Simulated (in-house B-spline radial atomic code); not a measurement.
A fraction x of an electron is removed from 4d in the cadmium ion Cd⁺, starting from [Kr] 4d10 5s1 and keeping the highest spin. Method: scalar-relativistic (X2C) PW91, spin-polarised, spherical fractional occupations, Fermi nucleus of rms radius 4.6087 fm. Calculated with an all-electron radial atomic-structure program (B-spline basis).

| x | E(x) - E(0) (eV) | 4d down level (eV) |
| --- | --- | --- |
| 0 | 0.0000 | -20.426 |
| 0.11 | 2.3259 | -21.866 |
| 0.23 | 5.0452 | -23.461 |
| 0.27 | 5.9944 | -23.998 |
| 0.43 | 10.0074 | -26.172 |
| 0.5 | 11.8732 | -27.137 |
| 0.59 | ? | ? |
| 0.69 | 17.2806 | -29.793 |
| 0.8 | 20.6436 | -31.356 |
| 0.88 | ? | ? |
| 1 | 27.2025 | -34.242 |

What belongs in the row x = 0.59?

An energy change of 14.3717 eV; 4d down at -28.388 eV.

What belongs in the row x = 0.88?

An energy change of 23.1979 eV; 4d down at -32.503 eV.

Check Janak's theorem between x = 0.11 and 0.23.

The slope of the energy is 22.66 eV; the orbital levels give 22.66 eV (-ε of the emptying orbital, averaged over the two points).
